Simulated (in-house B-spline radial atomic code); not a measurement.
**The neodymium ion Nd⁺: [Xe] 4f4 6s1**

Computed with an all-electron radial atomic-structure program (B-spline basis): Dirac-Kohn-Sham wB97X, spherical fractional occupations, Fermi nucleus of rms radius 4.9123 fm.

Effective charges: Z_r = [3n² - l(l+1)]/(2<r>) from the radius, Z_e = n√(-2ε) from the energy, and Slater's rules. Values are occupation-weighted means over j. An effective charge above Z reflects the relativistic contraction of the inner shells.

| shell | electrons | ε (eV) | <r> (bohr) | Z_r | Z_e | Slater |
| --- | --- | --- | --- | --- | --- | --- |
| 1s | 2 | -43444 | 0.02363 | 63.48 | 56.51 | 59.70 |
| 2s | 2 | -7051.9 | 0.1005 | 59.72 | 45.53 | 55.85 |
| 2p | 6 | -6322.2 | 0.08851 | 56.49 | 43.11 | 55.85 |
| 3s | 2 | -1546.5 | 0.2657 | 50.80 | 31.98 | 48.75 |
| 3p | 6 | -1313.5 | 0.2638 | 47.39 | 29.48 | 48.75 |
| 3d | 10 | -981.38 | 0.2416 | 43.46 | 25.48 | 38.85 |
| 4s | 2 | -319.87 | 0.607 | 39.54 | 19.39 | 32.25 |
| 4p | 6 | -242.7 | 0.6421 | 35.82 | 16.89 | 32.25 |
| 4d | 10 | -130.39 | 0.7068 | 29.71 | 12.38 | 20.85 |
| 5s | 2 | -52.549 | 1.478 | 25.37 | 9.83 | 10.85 |
| 5p | 6 | -32.863 | 1.719 | 21.23 | 7.77 | 10.85 |
| 6s | 1 | -8.2941 | 4.166 | 12.96 | 4.68 | 3.20 |
| 4f | 4 | -5.6625 | 1.143 | 15.75 | 2.58 | 12.95 |

The least bound orbital is 4f7/2 at -5.493 eV, while the most diffuse is 6s1/2 (<r> = 4.166 bohr against 1.154 bohr): energy order and size order differ.

Spin-orbit splittings of the orbital energies (j = l + 1/2 above j = l - 1/2 when positive): 2p 520.3 eV, 3p 104.3 eV, 3d 22.49 eV, 4p 22.66 eV, 4d 4.022 eV, 5p 3.157 eV, 4f 0.3951 eV.

For the 1s electron the small component carries 4.95 % of the norm, the zero-frequency Breit interaction raises the level by 122.3 eV, self-energy by 72.07 eV, and vacuum polarisation lowers it by 11.07 eV.

The density falls to 0.001 bohr⁻³ at 4.664 bohr; Σ<r²> = 62.94 bohr² gives, by the non-relativistic formula and without the paramagnetism of open shells, a Langevin diamagnetic susceptibility of -49.85×10⁻⁶ cm³/mol.

Caution: exact exchange at fractional occupations of open shells leaves self-interaction of up to several eV.
